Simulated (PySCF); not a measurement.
B(Cl)(GeH3)(H) (BClGeH4), SMILES Cl[BH][GeH3]. Coordinates come from a TPSSh-D3(BJ)/def2-SVP optimisation.

### Question
Give the equilibrium geometry at TPSSh-D3(BJ)/def2-SVP (PySCF confirms it by a frequency run) as bond lengths and angles, and its point group. (Estimate from the structure and the level; the computed values follow.)

### Answer
point group Cs.
Atoms: B1 Cl2 Ge3 H4 H5 H6 H7. Bond lengths (Å): B1–Cl2 1.754, B1–Ge3 2.070, B1–H7 1.203, Ge3–H4 1.543, Ge3–H5 1.538, Ge3–H6 1.543. Bond angles (°): Cl2–B1–Ge3 121.3, Cl2–B1–H7 116.2, Ge3–B1–H7 122.5, B1–Ge3–H4 109.9, B1–Ge3–H5 113.1, B1–Ge3–H6 109.9, H4–Ge3–H5 108.5, H4–Ge3–H6 106.7, H5–Ge3–H6 108.5.
Charge 0, spin multiplicity 1.
